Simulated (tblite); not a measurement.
Compound: C6H8N2O.
SMILES with atom numbers: `[CH3:1][c:2]1[n:3][nH:4][c:5]([CH:6]=[O:7])[c:8]1[CH3:9]` (hydrogens: H10, H11, H12 on C1; H13 on N4; H14 on C6; H15, H16, H17 on C9)

Cartesian coordinates in Å at the GFN2-xTB level; atoms count from 1:
```xyz
17
C6H8N2O angstrom
C      2.416   -0.466   -0.181
C      0.941   -0.638   -0.230
N      0.392   -1.785   -0.619
N     -0.912   -1.623   -0.551
C     -1.259   -0.380   -0.120
C     -2.635    0.020    0.033
O     -3.587   -0.688   -0.204
C     -0.057    0.298    0.103
C      0.128    1.694    0.578
H      2.894   -1.387   -0.499
H      2.728    0.344   -0.839
H      2.739   -0.229    0.832
H     -1.550   -2.365   -0.797
H     -2.763    1.059    0.393
H      1.167    1.869    0.840
H     -0.156    2.402   -0.200
H     -0.494    1.888    1.451
```

Computed with GFN2-xTB (tblite): harmonic, unscaled wavenumbers at the GFN2-xTB geometry, gas phase. Against measured fundamentals such values can be off by several per cent, at times by over 20. One conformer, not necessarily the lowest. The optimisation stopped once no atom felt more than 0.01 eV/Å.

Lowest wavenumbers of the output (negative numbers stand for imaginary wavenumbers):
```
mode    cm-1
  1     -58.1
  2      99.5
  3     109.4
  4     151.2
  5     176.9
  6     238.2
  7     297.6
  8     306.9
```

Is this structure a minimum?

Not by this Hessian. 1 mode is imaginary beyond 20i (58i cm⁻¹), so at this level the point lies at or near a first-order saddle. The curvature is small, so loose convergence or finite differences may be the whole cause.

Which atoms move in the imaginary mode?

58i: H16 (methyl hydrogen) 36 %, H17 (methyl hydrogen) 32 %, H15 (methyl hydrogen) 30 %. These are shares of the mass-weighted motion.

What is the remedy?

Step along that mode in both directions, optimise again with tighter thresholds and repeat the frequencies. The zero-point energy of this point (83.0 kcal/mol) counts the 44 real modes alone, and thermal corrections from it aren't those of a minimum.

Hardware: one thread of an Intel Xeon Platinum 8488C (shared host). Cost: 0.52 s wall. The figure is for the frequency step alone.
